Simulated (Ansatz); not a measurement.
Start from `C=CCSCC` and change one atom or group to get `C=CCS[SiH3]`.

Ansatz, PBE0-D4/def2-TZVP geometries, multiplicity 1. Each molecule was computed in one conformer, which needn't be the lowest.

```json
{"property": "HOMO–LUMO gap (ωB97M-V/def2-TZVPP) / eV", "`C=CCSCC`": "10.63"}
{"property": "HOMO energy (PBE/def2-TZVPP) / eV", "`C=CCSCC`": "-5.15"}
{"property": "size of the dipole moment (B3LYP/def2-TZVPP) / D", "`C=CCSCC`": "1.32"}
{"property": "size of the dipole moment (PBE/def2-TZVPP) / D", "`C=CCSCC`": "1.28"}
{"property": "ideal-gas entropy at 298 K and 1 bar (rigid rotor, harmonic PBE0-D4/def2-TZVP) / J/(mol·K)", "`C=CCSCC`": "369"}
{"property": "HOMO–LUMO gap (PBE0/def2-TZVPP) / eV", "`C=CCSCC`": "6.33"}
```

(1) Give the same properties after the change, and the shifts. (An estimate is asked.)

Answers

(1) Computed: 
```csv
property,`C=CCS[SiH3]`,shift
HOMO–LUMO gap (ωB97M-V/def2-TZVPP) / eV,10.87,0.24
HOMO energy (PBE/def2-TZVPP) / eV,-5.80,-0.65
size of the dipole moment (B3LYP/def2-TZVPP) / D,1.42,0.10
size of the dipole moment (PBE/def2-TZVPP) / D,1.39,0.11
"ideal-gas entropy at 298 K and 1 bar (rigid rotor, harmonic PBE0-D4/def2-TZVP) / J/(mol·K)",358,-11
HOMO–LUMO gap (PBE0/def2-TZVPP) / eV,6.68,0.35
```

With PBE0 the HOMO falls by 0.64 eV and the LUMO falls by 0.28 eV, so the gap widens by about 0.36 eV. PBE moves the HOMO by -0.65 eV and ωB97M-V by -0.60 eV. The zero-point energy changes by -106.4 kJ/mol with -9 modes. Dipoles are sizes alone; their direction can turn. Modes under 60 cm⁻¹, often nearly free rotors, make the harmonic entropy too high.

B3LYP here is the variant with VWN-RPA as its local correlation; programs differ in this.
